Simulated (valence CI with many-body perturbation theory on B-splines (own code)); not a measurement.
E1 transitions of Mo¹¹⁺

Computed by relativistic CI+MBPT: three valence electrons over a frozen Dirac-Fock core [Ar] 3d10, a basis of 11 s, 11 p, 9 d, 7 f, 5 g, 2 h, 1 i functions for each j, with the one-electron correlation potential Σ1, the two-electron term Σ2, the three-electron term Σ3, Breit, model QED; selected CI, second order for the rest, scaled by the run's own slope (own B-spline code, finite nucleus).

No measured levels were compared; by estimate levels hold to about 250 cm⁻¹ or 0.2 % of their energy and the worst to 1 %, as in measured heavy ions of charge 2 to 7; those with d or f electrons hold less well.

Lines 101 to 150 of 276 in falling wavelength, among levels below 945640 cm⁻¹, chosen from the strongest by gf and those to the six lowest levels. Wavelengths and rates use the calculated energies, so an error of 1000 cm⁻¹ moves a line at 34.49 nm by 0.34 % and its rate by three times that or more. Electric multipoles are in the length gauge, E1 and E2 with the static RPA response of the core. Weak lines are less certain than strong ones. Lines between different terms over intervals too small for the method are left out, as are lines whose strength nearly cancels. Where a level lies close to another of its J and parity, the split of strength between their lines is uncertain. The highest levels of a list are the least certain.

Names give the largest LS component (configuration and term), which can be under half, so a name can repeat, a term be missing and a line seem to break the LS rules; names also repeat where a configuration has a term twice. Letters in brackets count levels of one name in rising energy.

```
λ vac (nm)               Upper            Lower   A (s⁻¹)  S (a.u.) with core polarisation  S without
     34.49        4p²4d ⁴D_5/2   4s4p4d ⁴F°_5/2  5.29e+09                         6.43e-01   7.15e-01
     34.40         4p³ ²P°_3/2     4s4p² ²D_5/2  9.15e+09                         7.35e-01   8.15e-01
     34.34    4p²4d ²P_3/2 [b]   4s4p4d ⁴F°_5/2  3.81e+09                         3.05e-01   3.39e-01
     34.06        4p²4d ⁴P_1/2   4s4p4d ⁴D°_1/2  6.09e+09                         2.37e-01   2.64e-01
     33.79     4p³ ⁴S°_3/2 [a]     4s4p² ⁴P_1/2  4.50e+09                         3.43e-01   3.80e-01
     33.75     4p³ ⁴S°_3/2 [b]     4s4p² ⁴P_3/2  8.17e+09                         6.20e-01   6.88e-01
     33.69        4p²4d ⁴D_7/2   4s4p4d ⁴F°_7/2  1.65e+09                         2.50e-01   2.77e-01
     33.65        4s4p² ²S_1/2    4s²4p ²P°_3/2  2.37e+10                         8.90e-01   9.87e-01
     33.65        4s4p² ²P_1/2    4s²4p ²P°_1/2  2.81e+10                         1.06e+00   1.17e+00
     33.64  4s4p4d ²P°_1/2 [b]     4s²4d ²D_3/2  2.68e+10                         1.01e+00   1.12e+00
     33.62         4p³ ²P°_3/2     4s4p² ²D_3/2  2.21e+09                         1.66e-01   1.84e-01
     33.60  4s4p4d ²D°_3/2 [b]     4s²4d ²D_5/2  1.59e+10                         1.19e+00   1.32e+00
     33.47         4p³ ²D°_5/2     4s4p² ⁴P_3/2  1.12e+07                         1.24e-03   1.36e-03
     33.46  4s4p4d ²P°_3/2 [b]     4s²4d ²D_5/2  1.11e+10                         8.19e-01   9.09e-01
     33.18  4s4p4d ²D°_5/2 [b]     4s²4d ²D_5/2  2.06e+10                         2.23e+00   2.47e+00
     33.12  4s4p4d ²D°_3/2 [b]     4s²4d ²D_3/2  5.65e+09                         4.06e-01   4.50e-01
     32.99  4s4p4d ²P°_3/2 [b]     4s²4d ²D_3/2  1.68e+10                         1.19e+00   1.32e+00
     32.92        4s4p² ²P_3/2    4s²4p ²P°_3/2  3.67e+10                         2.59e+00   2.87e+00
     32.25     4p³ ⁴S°_3/2 [b]     4s4p² ⁴P_1/2  3.22e+09                         2.13e-01   2.37e-01
     31.22      4s4p4d ⁴F°_3/2     4s4p² ²D_3/2  8.98e+08                         5.40e-02   5.93e-02
     30.71        4s4p² ²S_1/2    4s²4p ²P°_1/2  5.45e+09                         1.56e-01   1.72e-01
     30.65      4s4p4d ⁴F°_5/2     4s4p² ²D_3/2  3.52e+05                         3.00e-05   1.98e-05
     30.10        4s4p² ²P_3/2    4s²4p ²P°_1/2  7.42e+09                         3.99e-01   4.42e-01
     29.84         4p³ ²P°_1/2     4s4p² ⁴P_3/2  7.91e+07                         2.08e-03   2.30e-03
     29.79         4p³ ²P°_3/2     4s4p² ⁴P_5/2  2.56e+08                         1.33e-02   1.48e-02
     28.74      4s4p4d ⁴P°_5/2     4s4p² ²D_5/2  2.81e+09                         1.97e-01   2.17e-01
     28.71         4p³ ²P°_3/2     4s4p² ⁴P_3/2  1.03e+09                         4.81e-02   5.32e-02
     28.67         4p³ ²P°_1/2     4s4p² ⁴P_1/2  1.01e+08                         2.35e-03   2.60e-03
     28.20      4s4p4d ⁴P°_5/2     4s4p² ²D_3/2  3.14e+08                         2.08e-02   2.30e-02
     28.01    4p²4d ²P_3/2 [a]      4p³ ²D°_5/2  9.29e+09                         4.03e-01   4.43e-01
     27.91        4p²4d ²D_5/2      4p³ ²P°_3/2  3.22e+09                         2.07e-01   2.28e-01
     27.89      4s4p4d ⁴F°_3/2     4s4p² ⁴P_5/2  6.58e+07                         2.82e-03   3.08e-03
     27.89  4s4p4d ⁴D°_3/2 [a]     4s4p² ²D_3/2  2.65e+09                         1.14e-01   1.25e-01
     27.70  4s4p4d ²P°_3/2 [a]     4s4p² ²P_3/2  1.13e+10                         4.75e-01   5.21e-01
     27.70      4s4p4d ⁴D°_1/2     4s4p² ²D_3/2  1.92e+07                         4.02e-04   4.25e-04
     27.61         4p³ ²P°_3/2     4s4p² ⁴P_1/2  3.04e+08                         1.26e-02   1.40e-02
     27.44      4s4p4d ⁴F°_5/2     4s4p² ⁴P_5/2  8.48e+08                         5.19e-02   5.65e-02
     27.06      4s4p4d ⁴D°_5/2     4s4p² ²D_5/2  4.07e+09                         2.39e-01   2.64e-01
     27.05    4p²4d ²P_3/2 [b]      4p³ ²D°_5/2  6.98e+09                         2.73e-01   3.00e-01
     26.97      4s4p4d ⁴D°_7/2     4s4p² ²D_5/2  2.31e+09                         1.79e-01   1.96e-01
     26.94      4s4p4d ⁴F°_3/2     4s4p² ⁴P_3/2  4.01e+08                         1.55e-02   1.69e-02
     26.87    4p²4d ²P_3/2 [b]  4p³ ⁴S°_3/2 [b]  8.26e+09                         3.17e-01   3.46e-01
     26.85  4s4p4d ²D°_3/2 [a]     4s4p² ²D_5/2  5.21e+09                         1.99e-01   2.18e-01
     26.76      4s4p4d ⁴F°_7/2     4s4p² ⁴P_5/2  2.86e+09                         2.16e-01   2.35e-01
     26.71  4s4p4d ²D°_5/2 [a]     4s4p² ²D_5/2  2.24e+10                         1.26e+00   1.38e+00
     26.59      4s4p4d ⁴P°_1/2     4s4p² ²D_3/2  2.80e+08                         5.20e-03   5.67e-03
     26.58      4s4p4d ⁴D°_5/2     4s4p² ²D_3/2  5.12e+09                         2.84e-01   3.12e-01
     26.57  4s4p4d ⁴D°_3/2 [b]     4s4p² ²D_3/2  1.12e+10                         4.13e-01   4.54e-01
     26.53        4p²4d ²G_7/2      4p³ ²D°_5/2  3.34e+09                         2.46e-01   2.66e-01
     26.52      4s4p4d ⁴F°_5/2     4s4p² ⁴P_3/2  1.11e+09                         6.12e-02   6.66e-02
```
